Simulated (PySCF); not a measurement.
A GIAO shielding run with PySCF 2.14 (density fitting, non-relativistic, gas phase) on SMILES C1([PH2+][BH3-])=CC=CC=C1, C6H10BP:

```
$ OMP_NUM_THREADS=1 python probes_run.py task.json out

{"job": {"kind": "nmr", "xc": "LC-wPBE", "basis": "pcSseg-1", "pop": false}, "charge": 0, "multiplicity": 1}
B      2.994361     0.580363     0.163120
P      1.795522    -0.853370    -0.261371
C      0.013763    -0.514989    -0.188668
C     -0.686452    -0.682293     1.011198
C     -2.036014    -0.345372     1.084531
C     -2.691605     0.166092    -0.034464
C     -1.994751     0.342526    -1.228943
C     -0.645247     0.006923    -1.307275
H      2.695208     0.876380     1.310588
H      4.106478     0.088871     0.038193
H      2.722341     1.438667    -0.663539
H      1.942002    -1.425952    -1.550033
H      1.913568    -2.020104     0.535159
H     -0.178380    -1.076709     1.895348
H     -2.578032    -0.482132     2.023035
H     -3.750083     0.429739     0.025108
H     -2.504399     0.745316    -2.107173
H     -0.104567     0.154078    -2.246121
```

Hardware: 1 thread of an AMD EPYC 9R45 96-Core, shared host. The job also computes ring-centre shieldings.

Q: How large is the calculation?

A: 66 electrons, 193 basis functions and 1015 auxiliary functions.

Q: How long does it take, and how much memory does it need?

A: 27 s of wall time, with 13 SCF cycles and 7 response iterations; peak memory 1.1 GiB. Times on a shared host scatter by some tens of per cent.

Q: And these other runs on the same molecule and hardware: GIAO shielding at KT2/pcSseg-1; GIAO shielding at PBE0/6-311+G(2d,p); GIAO shielding at PBE0/6-31G; GIAO shielding at PBE0/6-31G*; GIAO shielding at PBE0/STO-3G?

A: KT2/pcSseg-1: 193 functions, 22 s; PBE0/6-311+G(2d,p): 284 functions, 27 s; PBE0/6-31G: 96 functions, 6.7 s; PBE0/6-31G*: 136 functions, 9.2 s; PBE0/STO-3G: 54 functions, 3.2 s.
